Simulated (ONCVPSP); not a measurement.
## What one change does to a pseudopotential (magnesium (Mg), ONCV)

Mg, optimised norm-conserving Vanderbilt (ONCV), made with ONCVPSP 4.0.1 (PBE, scalar-relativistic). Core [He], reference 2s2 2p6 3s2. Waves: 2s+3s: rc 1.30 bohr, ncon 4, nbas 8, qcut 10.8 1/bohr, 2 projectors; 2p: rc 0.75 bohr, ncon 5, nbas 9, qcut 16.9 1/bohr, 2 projectors, debl 0.4 Ha; d scattering state at 0.3 Ha: rc 1.00 bohr, ncon 4, nbas 8, qcut 8.1 1/bohr, 2 projectors, debl 1 Ha. Local part: polynomial inside 0.65 bohr (lpopt 3, dvloc0 1 Ha). Core correction: polynomial model core, fcfact 0.35.

In the p channel the program set the typed energies aside and used -1.713, 0.250 Ha.

Change: s: qcut 14.7.

Cutoffs: the cutoffs (Ha) at which the residual kinetic energy of the hardest occupied pseudo-wave falls to 1 and 0.1 mHa per electron; they do not see the model core or the augmentation charge, which bear on the density cutoff. Errors are all-electron minus pseudo energies relative to the spin-unpolarised reference configuration.

Problem. What does the change do?

Solution. The potential gets neither clearly harder nor softer (122 Ha and 143 Ha → 122 Ha and 143 Ha); the p channel sets the loose cutoff, while the largest relative change is in s, which becomes harder; of the 4 tests that both files solve, the error grows in 0 and shrinks in 1 by more than 15 % and 0.3 meV (median size 0.1 → 0.1 meV); neither file shows a bound ghost.

```tsv
quantity	base	changed
cutoff, loose	122 Ha	122 Ha
cutoff, tight	143 Ha	143 Ha
loose cutoff by channel	s 22 Ha, p 122 Ha	s 45 Ha, p 122 Ha
bound ghosts	none	none
GHOST(+) flags under 300 eV	none	none
error for 2s2 2p6 3s1, meV [ΔE 7.96 eV]	-0.2	-0.2
error for 2s2 2p6 3s0, meV [ΔE 22.99 eV]	-1.1	-0.7
error for 2s2 2p6 3s1.5, meV [ΔE 3.14 eV]	-0.1	0.0
error for 2s2 2p6 3s1 3p1, meV [ΔE 3.49 eV]	0.0	0.0
s: phases at 1.32 bohr within 0.05 rad from the reference energy up to (Ha; the scan ends near 5)	to the end of the scan	to the end of the scan
p: phases at 0.76 bohr within 0.05 rad from the reference energy up to (Ha; the scan ends near 5)	to the end of the scan	to the end of the scan
d: phases at 1.02 bohr within 0.05 rad from the reference energy up to (Ha; the scan ends near 5)	to the end of the scan	to the end of the scan
rms error of d²Exc/dni dnj with the model core, mHa	2.06	1.93
```
